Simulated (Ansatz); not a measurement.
Consider the ligand exchange at the Si–C bond: `S[SiH2]C[SeH]` + CH₃SH → `CS[SiH2]S` + `C[SeH]`.

Gas-phase electronic energies from Ansatz, PBE0-D4/def2-TZVP geometries. CCSD(T)/CBS adds triple-zeta CCSD(T) − MP2 to the extrapolated MP2 energy (def2 sets, frozen cores). This one scheme is used for every species. DFT in def2-TZVPP. B3LYP here is the variant with VWN-RPA as its local correlation; programs differ in this. For Se outer-core shells are correlated without core-valence functions, which leaves a few kJ/mol of doubt a bond. Scalar relativity is left out up to krypton. One conformer a species, not always the lowest.

```csv
level,ΔE (kcal/mol),difference from CCSD(T)/CBS
PBE-D4,-17.1,-1.3
r2SCAN-D4,-17.2,-1.4
B3LYP-D4,-16.6,-0.8
ωB97X-V,-16.1,-0.3
B2PLYP,-16.2,-0.4
PBE,-16.8,-1.0
r2SCAN,-17.1,-1.3
PBE0,-16.7,-0.9
B3LYP,-16.2,-0.4
HF/def2-TZVPP,-15.9,-0.1
SCS-MP2/def2-TZVPP,-15.6,0.2
CCSD/def2-TZVPP,-15.0,0.8
MP2/def2-QZVPP,-16.3,-0.5
SCS-MP2/def2-QZVPP,-15.9,-0.1
HF/CBS(def2),-15.7,0.1
CCSD/CBS(def2),-15.5,0.3
CCSD(T)/CBS,-15.8,0
```

Largest T1 diagnostic among the species: 0.011.
